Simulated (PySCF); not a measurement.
HfIH₃, SMILES [I][HfH3], multiplicity 1.

Coordinates come from a B3LYP-D3(BJ)/def2-TZVP optimisation. The spin state was assumed, not searched. The def2 effective core potentials stand for the cores of Hf, I; spin–orbit coupling is left out.

All values below come from PBE/def2-TZVPD in PySCF.

Isolated molecule, no solvent.

```
Quantity                                                                                                        Result
---------------------------------------------------------------------------------------------  -----------------------
total energy                                                                                        -347.52698 hartree
point group                                                                                                        C3v
highest occupied level                                                                                        -7.16 eV
lowest empty level                                                                                            -3.24 eV
orbital gap                                                                                                    3.92 eV
dipole moment                                                                                                   0.01 D
quadrupole, principal values (traceless, Buckingham form, about the centre of nuclear charge)   -1.25, -1.25, 2.51 D·Å
mean static polarisability                                                                       87.0 bohr³ (12.90 Å³)
polarisability, principal values                                                               75.9, 75.9, 109.2 bohr³
```
